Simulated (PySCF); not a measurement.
GeH$_{4}$NOSi (calculated)

All values are calculated (PySCF 2.14.0). Calculation on a computer-drawn molecule: the log of a Hartree-Fock and frozen-core CCSD(T) single point meant for a local Hartree-Fock minimum, with one planted fault or none, to be diagnosed. Offsets are logged minus clean, where the clean run is the same molecule without the fault. The reference is restricted for singlets and unrestricted otherwise, and also for a bond in bohr or an excited solution. Adding or removing an electron swaps singlet and doublet. The excited solution moves the top pair (singlet) or top alpha electron (doublet) to the lowest empty orbital. Highest occupied and lowest empty are orbital energies over both spins, largest force is the largest gradient component, triples share is (T) over the correlation energy, the T1 limit is 0.02 restricted and 0.045 unrestricted, electrons count all cores, a negative frequency is imaginary (commonest isotopes), and the dipole is about the centre of nuclear charge; on germanium a core potential holds 10 electrons, which the energies leave out, and 3d is frozen in MP2 and coupled-cluster steps.

## GeH$_{4}$NOSi

Logged structure:
```xyz
8
GeH4NOSi
O     -2.1904    -0.2529     0.9872
Si    -0.9459    -0.4051     0.0468
N      0.0800     0.7526    -0.1471
Ge     1.0585     2.1034    -0.2183
H     -2.8415    -0.9099     1.1438
H     -0.8188    -1.6729    -0.6164
H      2.2032     2.2426     0.7279
H      0.8119     3.1458    -1.2563
```

```
meant charge                                : 1
meant multiplicity                          : 1
meant basis                                 : cc-pV(D+d)Z
meant basis and core potential on germanium : cc-pVDZ-PP ECP10MDF
logged electrons                            : 64
logged basis functions                      : 94
logged SCF converged                        : yes
logged spin squared                         : 0
logged highest occupied                     : -16.162 eV
logged lowest empty                         : -3.8271 eV
logged largest force                        : 0.0099747 hartree/bohr
logged T1 diagnostic                        : 0.017978
logged D1 diagnostic                        : 0.056247
logged triples share                        : 0.028095
logged CC converged                         : yes
logged dipole magnitude                     : 1.5421 debye
logged SCF stable within its kind           : yes
logged energy HF                            : -713.7472 hartree
logged energy CCSD(T)                       : -714.30387 hartree
possible faults                             : no fault, one electron removed, one electron added, multiplicity raised by two, geometry at a saddle point, SCF held on an excited solution, minimal basis STO-3G, one bond length entered in bohr, all coordinates scaled
planted fault                               : all coordinates scaled, by -1.2 %
HF energy offset from clean run             : 0.9904 kcal/mol
CCSD(T) energy offset from clean run        : 3.141 kcal/mol
```

Drawn bonds:
```csv
atom,other atom,order
1,2,1
2,3,2
3,4,1
1,5,1
2,6,1
4,7,1
4,8,1
```
